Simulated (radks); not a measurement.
Results of a calculation; reference values are marked as such.
Si+, configuration [Ne] 3s2 3p0.5 3d0.5 (fractional occupations, a model configuration). Code: a radial shooting solver on a logarithmic mesh with Libxc functionals. Model: non-relativistic Kohn-Sham, LDA (Slater exchange, Perdew-Wang correlation), spin-unpolarised, spherical densities, point nucleus. Some entries of the table are withheld. Estimate them.

| orbital | occ. | eigenvalue (eV) | <r> (bohr) |
|---|---|---|---|
| 1s | 2 | -1785.648 | 0.1120 |
| 2s | 2 | -149.5334 | (1) |
| 2p | 6 | -107.1188 | 0.5381 |
| 3s | 2 | -20.2270 | (2) |
| 3p | 0.5 | (3) | 2.405 |
| 4s | 0 | -5.1699 | 5.448 |
| 3d | 0.5 | (4) | 4.030 |
| 4p | 0 | -3.5890 | 6.648 |

Answer. 
(1) 2s <r> (bohr): 0.5719
(2) 3s <r> (bohr): 2.032
(3) 3p eigenvalue (eV): -12.7925
(4) 3d eigenvalue (eV): -4.4456
